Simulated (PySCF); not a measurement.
**Rhodium: a sound run and one with changed settings**

Sound run: Rh [Kr] 4d8 5s1, Rh⁺ [Kr] 4d8. Calculation: PySCF 2.14, in cc-pVTZ-PP with ECP28MDF (5s5p4d2f1g, 63 functions); scalar relativity through the core potential. The sound run starts from symmetry-adapted Hartree-Fock orbitals and uses a fine grid where one is needed.

Changed run: radial step 0.5 in ln r (0.13 in the sound run). This setting is unsound on purpose.

```csv
species,method,sound run (hartree),changed run (hartree),converged
Rh,UHF,-109.39016,-109.39016,yes
Rh,LDA,-109.90938,-109.93189,yes
Rh,TPSS,-110.09498,-110.09585,yes
Rh⁺,UHF,-109.15821,-109.15821,yes
Rh⁺,LDA,-109.60746,-109.62908,yes
Rh⁺,TPSS,-109.81151,-109.81321,yes
```

Ionisation energy of Rh:

| method | sound run (eV) | changed run (eV) |
| --- | --- | --- |
| UHF | 6.312 | 6.312 |
| LDA | 8.216 | 8.240 |
| TPSS | 7.714 | 7.691 |

A coarse radial grid mis-integrates the density and the exchange-correlation energy, with errors of either sign; Hartree-Fock needs no grid.

For comparison, NIST gives 7.459 eV between the lowest levels.
